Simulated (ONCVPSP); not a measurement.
**promethium, ONCV: configuration errors across variants**

Pm, optimised norm-conserving Vanderbilt (ONCV), made with ONCVPSP 4.0.1 (LDA (Perdew-Zunger), scalar-relativistic). Core [Kr] 4d10 4f4, reference 5s2 5p6 5d1 6s1 6p1. Waves: 5s+6s: rc 2.30 bohr, ncon 3, nbas 8, qcut 6.3 1/bohr, 2 projectors; 5p+6p: rc 3.10 bohr, ncon 4, nbas 7, qcut 5.5 1/bohr, 2 projectors; 5d: rc 2.75 bohr, ncon 4, nbas 9, qcut 6.7 1/bohr, 2 projectors, debl 2.3 Ha. Local part: polynomial inside 2.25 bohr (lpopt 5, dvloc0 2 Ha). Core correction: polynomial model core, fcfact 0.75.

All-electron excitation energies from the reference (eV): (1) 5s2 5p6 5d1 6s2 6p0 -2.745; (2) 5s2 5p6 5d1 6s1 6p0 3.821; (3) 5s2 5p6 5d1 6s0 6p0 15.695; (4) 5s2 5p6 5d1 6s0 6p1 7.241.

1 further variants failed, have other tests or too few solved ones, and are left out.

Errors AE − PS in meV (a dash: test not solved or not reliable):

| change | (1) | (2) | (3) | (4) | bound ghosts | GHOST(+) flags above zero |
| --- | --- | --- | --- | --- | --- | --- |
| base | -0.4 | -1.7 | -15 | -3.8 | none | s |
| s: rc 2.04; local potential polynomial inside 2.04 bohr (lpopt 5, dvloc0 2 Ha) | -0.3 | -1.7 | -14 | -3.6 | none | s |
| s: rc 2.62 | -0.6 | -1.6 | -15 | -4.2 | none | none |
| s: rc 3.06 | -0.8 | -1.6 | -16 | -4.7 | none | none |
| s: rc 3.28 | -0.9 | -1.6 | -16 | -5.1 | none | none |

(1) Give the same row for: s: rc 2.34.

Answers

(1) -0.4, -1.7, -15, -3.9; bound ghosts: none; GHOST(+) flags above zero: s.
